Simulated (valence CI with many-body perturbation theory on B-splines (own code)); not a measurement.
## Dy35+: electric-dipole lines

Calculated by configuration interaction combined with many-body perturbation theory (CI+MBPT): three valence electrons over a frozen Dirac-Fock core [Ar] 3d10, radial functions for each j: 11 s, 11 p, 10 d, 8 f, 5 g, 2 h, with the one-electron correlation potential Σ1 (screened to all orders), the two-electron term Σ2, the three-electron term Σ3, Breit, model QED; selected single and double excitations, second order for the rest, scaled by the run's own slope (own B-spline code, finite nucleus).

The last digits are not significant, and no measured levels were compared; by estimate large intervals hold to a few tenths of a per cent, small ones and those within an open d or f shell to about a per cent.

Lines 1 to 50 of 534 in falling wavelength, among levels below 43.998 Ry, chosen from the strongest by gf and those to the six lowest levels. Wavelengths and rates use the calculated energies. Electric multipoles are in the length gauge with retardation, E1 and E2 with the static RPA response of the core. Weak lines are less certain than strong ones. Lines between different terms over intervals too small for the method are left out, as are lines whose strength nearly cancels. Where a level lies close to another of its J and parity, the split of strength between their lines is uncertain. The highest levels of a list are the least certain.

Levels are named by their leading jj configuration (3d3/2^4 stands for four electrons in 3d with j = 3/2), which in mixed levels can hold well under half, so a name can repeat and another be missing. Letters in brackets count levels of one name in rising energy.

```csv
λ vac (nm),Upper,Lower,A (s⁻¹),S (a.u.)
51.84,(4s 4p1/2^2) J=1/2,(4s^2 4p3/2) J=3/2,1.16e+07,1.59e-03
18.59,(4s 4p1/2 4p3/2) J=3/2 [a],(4s^2 4p3/2) J=3/2,1.32e+09,1.68e-02
18.42,(4p1/2 4d3/2 4d5/2) J=9/2,(4s 4d3/2 4d5/2) J=7/2 [b],6.87e+09,2.12e-01
18.05,(4p1/2 4p3/2 4f7/2) J=9/2 [b],(4s 4p3/2 4f7/2) J=7/2 [c],8.20e+09,2.38e-01
17.21,(4p1/2 4p3/2 4d5/2) J=9/2,(4s 4p3/2 4d5/2) J=7/2 [b],9.08e+09,2.28e-01
16.87,(4s 4p1/2 4p3/2) J=5/2,(4s^2 4p3/2) J=3/2,8.70e+09,1.24e-01
16.11,(4s 4p1/2^2) J=1/2,(4s^2 4p1/2) J=1/2,1.67e+10,6.88e-02
15.84,(4p1/2^2 4p3/2) J=3/2,(4s 4p1/2 4p3/2) J=3/2 [b],1.11e+10,8.68e-02
15.59,(4p1/2 4d3/2 4d5/2) J=7/2 [b],(4s 4d3/2 4d5/2) J=9/2,1.28e+10,1.91e-01
15.24,(4p1/2^2 4f5/2) J=5/2,(4s 4p1/2 4f5/2) J=3/2,1.80e+10,1.89e-01
15.19,(4p1/2 4p3/2 4f5/2) J=9/2,(4s 4p3/2 4f5/2) J=9/2,1.24e+10,2.14e-01
14.85,(4s 4p1/2 4p3/2) J=3/2 [b],(4s^2 4p3/2) J=3/2,1.04e+10,6.76e-02
14.85,(4p1/2 4d5/2^2) J=7/2,(4s 4d5/2^2) J=9/2,2.01e+10,2.60e-01
14.83,(4p1/2 4d5/2^2) J=9/2,(4s 4d5/2^2) J=9/2,1.43e+10,2.30e-01
14.80,(4p1/2^2 4f7/2) J=7/2,(4s 4p1/2 4f7/2) J=7/2 [a],1.71e+10,2.18e-01
14.70,(4p1/2^2 4f5/2) J=5/2,(4s 4p1/2 4f5/2) J=7/2,1.63e+10,1.53e-01
14.69,(4p1/2^2 4f7/2) J=7/2,(4s 4p1/2 4f7/2) J=9/2,3.23e+10,4.04e-01
14.62,(4p1/2 4p3/2 4d5/2) J=7/2 [a],(4s 4p3/2 4d5/2) J=9/2,2.56e+10,3.16e-01
14.56,(4p1/2 4p3/2 4f7/2) J=7/2 [b],(4s 4p3/2 4f5/2) J=9/2,1.62e+10,1.98e-01
14.53,(4p1/2 4p3/2 4f7/2) J=11/2,(4s 4p3/2 4f7/2) J=11/2,1.74e+10,3.16e-01
14.51,(4p1/2 4p3/2 4f7/2) J=9/2 [a],(4s 4p3/2 4f7/2) J=11/2,2.75e+10,4.15e-01
14.40,(4p1/2^2 4d5/2) J=5/2,(4s 4p1/2 4d5/2) J=7/2,3.80e+10,3.36e-01
14.35,(4s 4p1/2 4p3/2) J=1/2,(4s^2 4p3/2) J=3/2,1.67e+10,4.87e-02
14.16,(4p1/2^2 4d3/2) J=3/2,(4s 4p1/2 4d3/2) J=5/2,3.99e+10,2.23e-01
14.08,(4p1/2 4p3/2 4d3/2) J=5/2 [b],(4s 4p3/2 4d3/2) J=7/2,2.24e+10,1.85e-01
14.05,(4p1/2^2 4p3/2) J=3/2,(4s 4p1/2 4p3/2) J=5/2,4.65e+10,2.55e-01
13.95,(4p1/2 4p3/2 4d5/2) J=9/2,(4s 4p3/2 4d5/2) J=9/2,1.97e+10,2.64e-01
13.05,(4p1/2^2 4p3/2) J=3/2,(4s 4p1/2 4p3/2) J=3/2 [a],1.29e+10,5.64e-02
11.35,(4s 4p1/2 4d3/2) J=3/2 [a],(4s 4p1/2 4p3/2) J=3/2 [b],8.69e+09,2.51e-02
10.90,(4s 4p1/2 4d3/2) J=5/2,(4s 4p1/2 4p3/2) J=3/2 [b],3.69e+08,1.41e-03
10.81,(4p3/2^2 4f7/2) J=11/2,(4s 4p3/2 4f7/2) J=9/2 [b],1.77e+10,1.32e-01
10.40,(4p3/2^2 4d5/2) J=9/2,(4s 4p3/2 4d5/2) J=7/2 [a],2.03e+10,1.13e-01
10.40,(4s 4p1/2 4d3/2) J=3/2 [a],(4s 4p1/2 4p3/2) J=5/2,5.63e+09,1.25e-02
10.35,(4s 4p1/2 4p3/2) J=3/2 [a],(4s^2 4p1/2) J=1/2,8.57e+08,1.88e-03
10.15,(4s 4p3/2^2) J=5/2,(4s^2 4p3/2) J=3/2,8.16e+09,2.53e-02
10.11,(4p1/2 4p3/2^2) J=3/2,(4s 4p1/2 4p3/2) J=3/2 [b],8.62e+09,1.76e-02
10.11,(4p3/2 4d3/2 4d5/2) J=9/2 [b],(4s 4d3/2 4d5/2) J=7/2 [b],3.40e+10,1.73e-01
10.04,(4p3/2 4d5/2^2) J=11/2,(4s 4d5/2^2) J=9/2,1.89e+10,1.13e-01
10.03,(4p3/2 4d3/2 4d5/2) J=11/2,(4s 4p3/2 4f7/2) J=11/2,3.13e+10,1.87e-01
10.02,(4s 4p1/2 4d3/2) J=5/2,(4s 4p1/2 4p3/2) J=5/2,3.68e+09,1.09e-02
9.982,(4s 4p1/2 4d5/2) J=5/2 [a],(4s 4p1/2 4p3/2) J=3/2 [b],3.19e+09,9.39e-03
9.914,(4s 4p3/2 4d5/2) J=7/2 [a],(4s^2 4d5/2) J=5/2,4.25e+10,1.63e-01
9.884,(4p1/2 4d3/2 4d5/2) J=9/2,(4p1/2 4p3/2 4d5/2) J=9/2,2.53e+10,1.20e-01
9.872,(4s 4p1/2 4d3/2) J=1/2,(4s 4p1/2 4p3/2) J=3/2 [b],2.74e+09,2.60e-03
9.837,(4s 4p1/2 4d3/2) J=3/2 [a],(4s 4p1/2 4p3/2) J=3/2 [a],1.29e+09,2.42e-03
9.808,(4p3/2 4d3/2 4d5/2) J=5/2 [a],(4s 4d3/2 4d5/2) J=3/2,4.30e+10,1.20e-01
9.799,(4s 4p1/2 4d3/2) J=3/2 [b],(4s 4p1/2 4p3/2) J=3/2 [b],7.75e+09,1.44e-02
9.784,(4p1/2 4p3/2 4d5/2) J=7/2 [a],(4s 4p1/2 4d5/2) J=5/2 [b],3.46e+10,1.28e-01
9.737,(4p3/2 4d3/2 4d5/2) J=11/2,(4s 4d3/2 4d5/2) J=9/2,8.50e+10,4.65e-01
9.702,(4p3/2 4d3/2 4d5/2) J=9/2 [a],(4s 4d3/2 4d5/2) J=7/2 [a],2.99e+10,1.35e-01
```
